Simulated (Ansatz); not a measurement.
`[CH3][GeH2][Cl]`, relaxed with RKS PBE0-D4/def2-TZVP in the Gaussian-basis code of Ansatz from a PBE-D4/def2-SVP geometry. The force threshold is 0.005 eV/Å; the program also tests the step.

Total charge 0; spin multiplicity 1.

Start:

```xyz
8

C     0.072   -0.467    0.961
Ge   -0.026    0.539   -0.713
Cl   -0.472   -0.882   -2.319
H     0.871   -1.229    0.899
H    -0.892   -0.973    1.159
H     0.297    0.224    1.798
H     1.325    1.209   -1.075
H    -1.176    1.580   -0.710
```

(1) By how much does the energy fall, and how many steps does the optimiser take? (Best estimate.)

(2) Which bonds change most? (Estimate.)

(3) Give the relaxed structure. (An estimate is asked.)

## Answers

(1) The calculation gave: 2.51 kJ/mol, in 3 steps.

(2) The calculation gave: Ge2–Cl3 from 2.190 to 2.165 Å; C1–H6 from 1.108 to 1.092 Å; C1–H5 from 1.106 to 1.090 Å; C1–H4 from 1.106 to 1.090 Å.

(3) Ansatz gave: 
```xyz
8

C     0.072   -0.464    0.956
Ge   -0.024    0.537   -0.702
Cl   -0.465   -0.870   -2.287
H     0.859   -1.216    0.890
H    -0.880   -0.961    1.145
H     0.293    0.210    1.786
H     1.311    1.199   -1.076
H    -1.166    1.564   -0.712
```
